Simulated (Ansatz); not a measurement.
Spin states of Rb₂Cl (the lowest doublet isomer of a short search), each relaxed with PBE-D4/def2-TZVP in Ansatz. Electronic energies in the gas phase.

In the def2 sets Rb takes a core potential; there is no spin–orbit coupling. Correlated methods freeze 5 core orbitals; core or outer-core shells of Rb are correlated, in sets that lack core-valence functions. In the quartet geometry the species has come apart into loosely held pieces. The structure comes from a short search, and lower isomers may exist.

Doublet geometry (C2v within 0.1 Å):

Cartesian coordinates in Å:
```
Rb -0.9982 0.1061 -2.0997
Rb 0.4303 1.1389 1.9835
Cl 0.5679 -1.2450 0.1162
```

Quartet geometry (C2v within 0.1 Å):

```xyz
3

Rb    1.4043   -2.2508    1.4274
Rb    0.5987    2.9023   -0.5418
Cl   -2.0030   -0.6516   -0.8856
```

⟨S²⟩: doublet 0.75 at PBE0-D4/def2-TZVP (pure 0.75), quartet 3.75 at PBE0-D4/def2-TZVP (pure 3.75).

Run but left out: LDA (SPW92)/def2-TZVP (quartet: an occupied level 0.04 eV above an empty one).

Only these spin states were relaxed. The quartet has fallen apart into loose fragments. The quartet has other bonds than the doublet, so the gap mixes isomer and spin.

```
               level  quartet − doublet (kcal/mol)  lowest of these
 r2SCAN-D4/def2-TZVP                         115.4          doublet
r2SCANh-D4/def2-TZVP                         114.4          doublet
  BHLYP-D4/def2-TZVP                         101.7          doublet
  CCSD(T)/def2-TZVPP                         109.9          doublet
```

Question: Estimate the rows for BLYP-D4/def2-TZVP, B2PLYP/def2-TZVP, RPA@PBE/def2-TZVP, MP2/def2-TZVPP.

Answer: 
| level | quartet − doublet (kcal/mol) | lowest of these |
| --- | --- | --- |
| BLYP-D4/def2-TZVP | 102.0 | doublet |
| B2PLYP/def2-TZVP | 112.2 | doublet |
| RPA@PBE/def2-TZVP | 100.6 | doublet |
| MP2/def2-TZVPP | 114.1 | doublet |
